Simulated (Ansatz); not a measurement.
The B1–F3 bond of BFH2O (SMILES OBF) is stretched (multiplicity 1, the rest rigid).
Geometry at rest (charge 0, multiplicity 1):
```xyz
5

B     -0.3560    -0.1697    -0.2196
H     -1.2844    -0.6674    -0.7800
F     -0.1423     1.1333    -0.3545
O      0.5051    -0.8606     0.5561
H      0.3044    -1.7990     0.6194
```

Cores are frozen in the correlated methods.

The values were computed with Ansatz (an electronic-structure program) with Gaussian orbitals. Each number belongs to the level named beside it.

FIC-MRCISD+Q on CASSCF(6,4)/cc-pVDZ, total energies (hartree):

```tsv
R (Å)	CASSCF	MRCISD	weight c² of the reference
1.327	-200.288660	-200.706704	0.90969
2.323	-200.125086	-200.531001	0.90770
4.247	-200.063502	-200.453853	0.91182
```

**Question.** Add the Davidson correction (E_MRCISD − E_CASSCF)(1 − c²)/c² and give the energies above the first point at the three levels.

**Answer.** 
Corrections (hartree): -0.041500, -0.041278, -0.037751. Above the first point (kcal/mol):
- R = 2.323 Å: CASSCF 102.6, MRCISD 110.3, with the correction 110.4
- R = 4.247 Å: CASSCF 141.3, MRCISD 158.7, with the correction 161.0

Doubts at one or more of the structures used: active orbitals that take no part (FIC-MRCISD+Q on CASSCF(6,4)/cc-pVDZ).
